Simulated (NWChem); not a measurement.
# C3H3ClOSi; SMILES O=C[Si@@H](C#C)Cl

```xyz
9

C      2.7152     1.0754    -0.2297
C      1.6032     0.6721     0.0567
Si    -0.0474     0.0095     0.4583
Cl    -1.5058     1.3237    -0.1922
C     -0.2733    -1.6512    -0.5007
O      0.0970    -2.6877    -0.0140
H      3.6980     1.4360    -0.4802
H     -0.1878    -0.2175     1.9171
H     -0.7442    -1.6254    -1.5228
```
Atoms are numbered in this order, from 1.

Coordinates come from a PBE0/def2-SVP optimisation.

Task: Give the principal values of the shielding tensors (ppm) of C1, C2, Si3, Cl4, C5 from B3LYP/6-311G** (spherical d), GIAO (NWChem), with their diamagnetic and paramagnetic parts as GIAO splits them.

Result: 
| atom | σ11 | σ22 | σ33 | isotropic | diamagnetic | paramagnetic |
|---|---|---|---|---|---|---|
| C1 | -4.0 | -1.0 | 239.1 | 78.0 | 261.4 | -183.3 |
| C2 | 2.9 | 15.9 | 289.0 | 102.6 | 263.2 | -160.6 |
| Si3 | 347.2 | 376.0 | 464.2 | 395.8 | 878.7 | -482.9 |
| Cl4 | 874.1 | 918.1 | 1029.6 | 940.6 | 1148.0 | -207.4 |
| C5 | -138.5 | -79.1 | 77.7 | -46.6 | 255.3 | -301.9 |
